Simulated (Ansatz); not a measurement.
CH2NS (SMILES N[C]=S), doublet, at a GFN2-xTB geometry, with bond 3-2 at 1.8 times its length; CASSCF(5,4)/STO-3G (Ansatz, a first-principles code).

Here is a job for Ansatz.
Ansatz 0.2 input:
```yaml
crystal:
  periodic: [false, false, false]
  atoms:
    - {symbol: N, position_ang: [-1.58262738, -0.00910801, 0.04867248]}
    - {symbol: C, position_ang: [-0.36714835, -0.48697683, 0.00219102]}
    - {symbol: S, position_ang: [2.25659229, 0.68653283, -0.05675806]}
    - {symbol: H, position_ang: [-1.79655862, 0.98574209, 0.07394709]}
    - {symbol: H, position_ang: [-2.36992506, -0.63969274, 0.06113490]}
basis:
  gaussian:
    orbitals: STO-3G
hamiltonian:
  xc: hf
correlation: {active_space: {window: {electrons: 5, orbitals: 4}}}
magnetization: {spin_polarized: false, initial_magnetization: 1}
```

Problem. Predict the main parts of the log of this Ansatz run.

Solution. 
```
Functional definition: HF
255 factors; integrals over basis functions are off by at most 3.8e-5 eV
mean field evaluation 1: about -13194.3336 eV, gradient 1.8e1 eV
mean field evaluation 2: about -13194.3731 eV, gradient 1.8e1 eV
mean field evaluation 4: about -13199.7078 eV, gradient 8.4e0 eV
mean field evaluation 8: about -13203.1377 eV, gradient 2.3e0 eV
mean field evaluation 16: about -13203.2984 eV, gradient 4.5e-3 eV
mean field evaluation 32: about -13202.5766 eV, gradient 1.5e-2 eV
mean field evaluation 64: about -13202.5766 eV, gradient 2.2e-5 eV
mean field evaluation 96: about -13111.4934 eV, gradient 6.0e1 eV
mean field -13203.29390250 eV, -485.2121014028 hartree, gradient 2.7e-6 eV, S^2 0.750000; 10 other end points of the search recorded, 0 dependent functions left out
reference -13203.29390250 eV, -485.2121014028 hartree; 16, 15 occupied and 5, 6 virtual orbitals, 255 factors
state -13205.68635471 eV, -485.3000223998 hartree
Total energy: -13205.68635471 eV, -485.3000223998 hartree
```
